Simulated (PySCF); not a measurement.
**Mayer bond orders and bond lengths**

Compound: C7H12.
Numbering: `[CH2:1]=[CH:2][C:3](=[CH2:4])[CH:5]([CH3:6])[CH3:7]` (hydrogens: H8, H9 on C1; H10 on C2; H11, H12 on C4; H13 on C5; H14, H15, H16 on C6; H17, H18, H19 on C7)

Geometry (PBE0-D3(BJ)/def2-SVP, Å), atoms numbered from 1 in this order:
```
atom  x, y, z in Å
C1    -2.126    1.353   -0.145
C2    -1.889    0.153    0.401
C3    -0.624   -0.592    0.393
C4    -0.600   -1.823    0.936
C5     0.604    0.066   -0.203
C6     1.685   -0.917   -0.636
C7     1.177    1.105    0.766
H8    -1.355    1.923   -0.670
H9    -3.118    1.808   -0.086
H10   -2.717   -0.357    0.908
H11    0.302   -2.437    0.953
H12   -1.500   -2.253    1.383
H13    0.268    0.602   -1.109
H14    1.286   -1.687   -1.313
H15    2.139   -1.426    0.229
H16    2.494   -0.386   -1.160
H17    2.014    1.651    0.304
H18    0.419    1.839    1.075
H19    1.554    0.610    1.675
```

Bond orders from the PBE0/pcSseg-1 density (PySCF). Isolated species at its PBE0-D3(BJ)/def2-SVP geometry (one conformer only).

(1) How far do the computed orders between heavy atoms stray from the drawn ones?

(2) Set the Mayer orders of the bonds beside their lengths.

Answers

(1) The largest departure is 0.097, at C3–C4 (drawn double, 1.903).

(2) 
```json
{"bond": "C1–C2", "drawn as": "double", "length (Å)": "1.340", "Mayer order": "1.927"}
{"bond": "C2–C3", "drawn as": "single", "length (Å)": "1.468", "Mayer order": "1.091"}
{"bond": "C3–C4", "drawn as": "double", "length (Å)": "1.345", "Mayer order": "1.903"}
{"bond": "C3–C5", "drawn as": "single", "length (Å)": "1.516", "Mayer order": "0.981"}
{"bond": "C5–C6", "drawn as": "single", "length (Å)": "1.523", "Mayer order": "1.063"}
{"bond": "C5–C7", "drawn as": "single", "length (Å)": "1.532", "Mayer order": "1.016"}
{"bond": "C1–H8", "drawn as": "single", "length (Å)": "1.093", "Mayer order": "0.939"}
{"bond": "C1–H9", "drawn as": "single", "length (Å)": "1.093", "Mayer order": "0.943"}
{"bond": "C2–H10", "drawn as": "single", "length (Å)": "1.096", "Mayer order": "0.954"}
{"bond": "C4–H11", "drawn as": "single", "length (Å)": "1.092", "Mayer order": "0.940"}
{"bond": "C4–H12", "drawn as": "single", "length (Å)": "1.094", "Mayer order": "0.942"}
{"bond": "C5–H13", "drawn as": "single", "length (Å)": "1.105", "Mayer order": "0.921"}
{"bond": "C6–H14", "drawn as": "single", "length (Å)": "1.100", "Mayer order": "0.964"}
{"bond": "C6–H15", "drawn as": "single", "length (Å)": "1.102", "Mayer order": "0.956"}
{"bond": "C6–H16", "drawn as": "single", "length (Å)": "1.101", "Mayer order": "0.959"}
{"bond": "C7–H17", "drawn as": "single", "length (Å)": "1.101", "Mayer order": "0.966"}
{"bond": "C7–H18", "drawn as": "single", "length (Å)": "1.099", "Mayer order": "0.963"}
{"bond": "C7–H19", "drawn as": "single", "length (Å)": "1.101", "Mayer order": "0.964"}
```

By pair of heavy elements: C–C: lowest C3–C5 (0.981, 1.516 Å), highest C1–C2 (1.927, 1.340 Å); in 2 of the 15 pairs the longer bond (by over 0.003 Å) has the higher order (by 0.02 or more).

Problem. Sum the orders of all bonds at each heavy atom with more than one neighbour and set the sums beside the valence in the SMILES.

Solution. C1 3.809 (drawn 4), C2 3.972 (drawn 4), C3 3.975 (drawn 4), C4 3.785 (drawn 4), C5 3.981 (drawn 4), C6 3.942 (drawn 4), C7 3.909 (drawn 4). Orders between atoms that aren't bonded are not in these sums.

The Mayer order sums products of elements of PS (density times overlap matrix) between the two atoms' basis functions, so it depends on the basis set.
